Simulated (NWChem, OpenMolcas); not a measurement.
How basis sets differ on GeCl2 (germanium dichloride)

GeCl2 has 3 atoms, charge 0, and is taken as a singlet. SMILES: `Cl[Ge]Cl`. Geometry: relaxed at PBE0-D4/def2-TZVP.

```xyz
3

Cl   -0.0654   -1.6817    0.4227
Ge   -0.4212    0.0672   -0.8320
Cl    0.4866    1.6145    0.4093
```

Quantity: the dipole moment, in D. The values are calculated.

| level | kind | program | value (D) |
| --- | --- | --- | --- |
| HF/ANO-R0 (sfX2C) | Hartree–Fock | OpenMolcas | 1.78 |
| HF/ANO-RCC-MB (DKH2) | Hartree–Fock | OpenMolcas | 3.27 |
| HF/STO-3G | Hartree–Fock | NWChem | 2.98 |
| HF/3-21G | Hartree–Fock | OpenMolcas | 3.57 |
| HF/ANO-RCC-VDZP (DKH2) | Hartree–Fock | OpenMolcas | 2.73 |
| HF/aug-cc-pVDZ | Hartree–Fock | OpenMolcas | 2.19 |

All-electron rows without a relativistic Hamiltonian named are non-relativistic. The values span 1.78 to 3.57 D. Magnitudes only. Sets without polarisation functions give poor dipoles.
